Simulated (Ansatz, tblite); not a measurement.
Removing an electron: In2N3⁻ (the lowest singlet isomer of a short search). Total charge -1; singlet. Geometry: PBE0-D4/def2-SVPD. Ansatz, gas phase; energy differences of separate SCF runs; the oxidised species was run as a doublet alone.

```xyz
5

In   -1.0455    0.3200   -1.1443
In    2.5444   -0.1790    1.6813
N     0.2125   -0.7713    1.5173
N    -2.1956    0.7815   -2.5849
N     0.4843   -0.1512    0.5306
```

In the def2 sets In takes a core potential; there is no spin–orbit coupling. The xTB rows come from tblite. At PBE0-D4/def2-TZVPD a quintet of charge -1 lies 1.49 eV below the restricted singlet, each at its own geometry. The structure comes from a short search, and lower isomers may exist.

| level | −HOMO (eV) | vertical IE (eV) | −LUMO (eV) | HOMO–LUMO gap (eV) | remarks |
| --- | --- | --- | --- | --- | --- |
| GFN2-xTB | 2.58 | 5.45 | 2.43 | 0.15 | – |
| r2SCAN-D4/def2-TZVPD | 0.16 | 1.75 | -0.93 | 1.09 | spin-contaminated (⟨S²⟩ 0.96) (doublet) |

Question: Estimate the rows for GFN1-xTB, PBE-D4/def2-TZVPD.

Answer: 
```json
{"level": "GFN1-xTB", "−HOMO (eV)": "3.07", "vertical IE (eV)": "5.44", "−LUMO (eV)": "2.39", "HOMO–LUMO gap (eV)": "0.68"}
{"level": "PBE-D4/def2-TZVPD", "−HOMO (eV)": "0.00", "vertical IE (eV)": "1.98", "−LUMO (eV)": "-0.75", "HOMO–LUMO gap (eV)": "0.75"}
```

Run but left out: PBE0-D4/def2-TZVPD (neutral doublet: ⟨S²⟩ 1.11, where a pure state has 0.75).  Raw xTB energy differences between charge states are shifted by several eV; the methods need an empirical correction for them.
